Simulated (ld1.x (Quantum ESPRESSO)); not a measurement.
**arsenic (As): one change to a TM potential, before and after**

As (Z = 33), norm-conserving Troullier–Martins (Kleinman–Bylander form), made with ld1.x (Quantum ESPRESSO) 7.5 (PBE, scalar-relativistic). Core [Ar] 3d10, reference 4s2 4p1 (charge +2). Waves: 4s (bound): rc 1.50 bohr; 4p (bound): rc 1.80 bohr; 4d channel at 0.15 Ry: rc 1.95 bohr. Local part: all-electron potential smoothed inside 1.40 bohr (lloc = -1). Core correction: a·sin(br)/r model core inside 1.45 bohr.

Change: core correction a·sin(br)/r model core inside 1.44 bohr.

Cutoffs: the cutoffs (Ry, on a coarse ladder) from which the occupation-weighted sum of valence levels, in a spherical-Bessel basis at the reference potential, stays within 10 and 1 mRy of its value at 400 Ry; they do not see the model core or the augmentation charge, which bear on the density cutoff. Errors are all-electron minus pseudo energies relative to the spin-unpolarised reference configuration.

**Question.** How do hardness, ghosts and transferability respond?

**Answer.** The potential gets neither clearly harder nor softer (25 Ry and 50 Ry → 25 Ry and 50 Ry); of the 7 tests that both files solve, the error grows in 2 and shrinks in 0 by more than 15 % and 0.3 meV (median size 4.4 → 4.5 meV); neither file shows a bound ghost. A model core, the more so a compact one, raises the density cutoff, which this test does not measure.

```csv
quantity,base,changed
"cutoff, loose",25 Ry,25 Ry
"cutoff, tight",50 Ry,50 Ry
bound ghosts,none,none
"error for 4s2 4p3, meV [ΔE -27.07 eV]",+2.8,+3.3
"error for 4s2 4p2, meV [ΔE -17.92 eV]",+0.5,+0.7
"error for 4s2 4p0, meV [ΔE 27.70 eV]",-14,-13
"error for 4s1 4p3, meV [ΔE -7.81 eV]",+0.2,+0.1
"error for 4s0 4p5, meV [ΔE -8.01 eV]",-5.3,-6.1
"error for 4s2 4p3.3, meV [ΔE -28.30 eV]",+4.4,+4.9
"error for 4s1 4p4, meV [ΔE -17.65 eV]",+4.5,+4.5
s: phases at 2.14 bohr within 0.05 rad from the reference energy up to (Ry; the scan ends near 5),-0.9,-0.9
p: phases at 2.14 bohr within 0.05 rad from the reference energy up to (Ry; the scan ends near 5),1.9,1.9
d: phases at 2.14 bohr within 0.05 rad from the reference energy up to (Ry; the scan ends near 5),3.1,3.1
```
